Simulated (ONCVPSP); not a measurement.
## What one change does to a pseudopotential (Cr, ONCV)

Cr, optimised norm-conserving Vanderbilt (ONCV), made with ONCVPSP 4.0.1 (PBE, scalar-relativistic). Core [Ar], reference 3d4 (charge +2). Waves: s scattering state at 0.07 Ha: rc 2.00 bohr, ncon 3, nbas 6, qcut 2.6 1/bohr, 2 projectors, debl 3.5 Ha; p scattering state at 0.24 Ha: rc 1.90 bohr, ncon 4, nbas 8, qcut 3.6 1/bohr, 3 projectors, debl 0.9 Ha; 3d: rc 1.95 bohr, ncon 4, nbas 9, qcut 7 1/bohr, 2 projectors, debl 3.1 Ha. Local part: polynomial inside 1.80 bohr (lpopt 5, dvloc0 0 Ha). Core correction: none.

In the s channel the program set the typed energies aside and used 0.050, 3.550 Ha. In the p channel the program set the typed energies aside and used 0.050, 0.950, 1.850 Ha.

Change: local potential polynomial inside 1.80 bohr (lpopt 5, dvloc0 2 Ha).

Cutoffs: the cutoffs (Ha) at which the residual kinetic energy of the hardest occupied pseudo-wave falls to 1 and 0.1 mHa per electron; they do not see the model core or the augmentation charge, which bear on the density cutoff. Errors are all-electron minus pseudo energies relative to the spin-unpolarised reference configuration.

Question: Predict the effect on cutoff, ghosts and configuration errors.

Answer: The potential gets neither clearly harder nor softer (22 Ha and 26 Ha → 22 Ha and 26 Ha); both files keep a bound ghost (p); the errors of the 4 common tests hardly move; the range in which the d phases agree narrows (upper end at the end of the scan → 0.7).

```csv
quantity,base,changed
"cutoff, loose",22 Ha,22 Ha
"cutoff, tight",26 Ha,26 Ha
bound ghosts,p,p
GHOST(+) flags under 300 eV,s at 88.1 eV,s at 115.0 eV
"error for 3d5 4s1, meV [ΔE -22.95 eV]",+288,+280
"error for 3d5, meV [ΔE -16.05 eV]",+51,+50
"error for 3d3, meV [ΔE 30.75 eV]",+128,+128
"error for 3d5.5 4s0.5, meV [ΔE -22.23 eV]",+209,+204
s: phases at 2.03 bohr within 0.05 rad from the reference energy up to (Ha; the scan ends near 5),3.2,4.0
p: phases at 1.93 bohr within 0.05 rad from the reference energy up to (Ha; the scan ends near 5),to the end of the scan,to the end of the scan
d: phases at 1.98 bohr within 0.05 rad from the reference energy up to (Ha; the scan ends near 5),to the end of the scan,0.7
```

Base: The cutoffs count occupied waves only; projector 2 of the p channel, the hardest unoccupied one, needs 59 Ha at the loose tolerance. Changed file: The cutoffs count occupied waves only; projector 2 of the p channel, the hardest unoccupied one, needs 59 Ha at the loose tolerance. A true bound ghost makes a file unfit for plane-wave use even where its test errors are small: the radial tests pick states by their node count and pass the ghost by.
